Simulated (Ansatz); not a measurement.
A structure relaxed at PBE-D4/def2-SVP in Ansatz, charge 0, singlet:

```xyz
18

Zr    0.8868   -1.3671   -1.2834
Zr   -2.0726   -0.1557    0.0339
Zr    0.3325    2.1209   -0.0983
Zr    0.8441   -0.7168    1.9937
O    -1.1630   -1.8722   -1.0616
O     0.7409    1.5937   -2.0384
O     2.2010   -1.3098    0.3919
O    -1.7264    1.8258   -0.6943
O    -1.6256    1.7944    0.8108
O     1.4850    0.6458   -1.1854
O    -1.0751   -0.8330    1.5810
O    -1.0140   -0.5622   -1.7997
O     1.1509   -2.3789    0.5389
O     1.0428    1.1307    1.5164
H     0.9495    3.8736    0.0696
H     1.6771   -2.2463   -2.7131
H    -3.8959   -0.5310    0.1367
H     1.2618   -1.0120    3.8013
```

Task: Give its formula.

Result: Zr4O10H4.

Task: Summarise the bond lengths by kind (pairs closer than 1.2 times the sum of covalent radii, bridged metal pairs left out).

Result: 19 × O–Zr 1.92 to 2.23 Å; 4 × O–O 1.48 to 1.51 Å; 4 × H–Zr 1.86 to 1.88 Å.

In the def2 sets Zr takes a core potential; there is no spin–orbit coupling. The structure holds 4 bonds between oxygen atoms, so isomers without such links may lie far lower. Another isomer (singlet) lies 4.20 eV lower at PBE0-D4/def2-TZVP; other spin states weren't run for this one.
